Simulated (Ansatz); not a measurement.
F₂H₂MoO₂S (`[OH][Mo]([OH])([F])([F])=[S]`). The species carries charge 0 and has multiplicity 1. Mo: def2 effective core potential. All single points use the PBE0-D4/def2-TZVP geometry. It is one conformer, not always the lowest.

```xyz
8

O    -0.187   -1.192    0.906
Mo    0.280    0.258   -0.208
O    -1.302   -0.102   -1.095
F     1.292    0.728    1.292
F     0.020    2.081   -0.364
S     1.730   -0.336   -1.573
H     0.331   -1.257    1.716
H    -2.164   -0.181   -0.674
```

What is the dipole moment at r2SCAN/def2-TZVPP? (Best estimate.)

The calculation gave: 2.39 D, with components (-1.82, -1.34, 0.77) D in this frame, pointing from negative to positive charge.

And with PBE, B3LYP, ωB97M-V? (An estimate is asked.)

Computed: PBE 2.36 D, B3LYP 2.24 D, ωB97M-V 2.16 D.

Give the Mulliken charges with r2SCAN, PBE, B3LYP in def2-TZVPP. (An estimate is asked.)

The calculation gave: 
```json
{"atom": "O1", "r2SCAN": "-0.48", "PBE": "-0.42", "B3LYP": "-0.47"}
{"atom": "Mo2", "r2SCAN": "1.47", "PBE": "1.29", "B3LYP": "1.47"}
{"atom": "O3", "r2SCAN": "-0.42", "PBE": "-0.36", "B3LYP": "-0.41"}
{"atom": "F4", "r2SCAN": "-0.38", "PBE": "-0.34", "B3LYP": "-0.40"}
{"atom": "F5", "r2SCAN": "-0.36", "PBE": "-0.32", "B3LYP": "-0.37"}
{"atom": "S6", "r2SCAN": "-0.29", "PBE": "-0.28", "B3LYP": "-0.26"}
{"atom": "H7", "r2SCAN": "0.24", "PBE": "0.22", "B3LYP": "0.22"}
{"atom": "H8", "r2SCAN": "0.23", "PBE": "0.22", "B3LYP": "0.22"}
```

B3LYP here is the variant with VWN-RPA as its local correlation; programs differ in this.
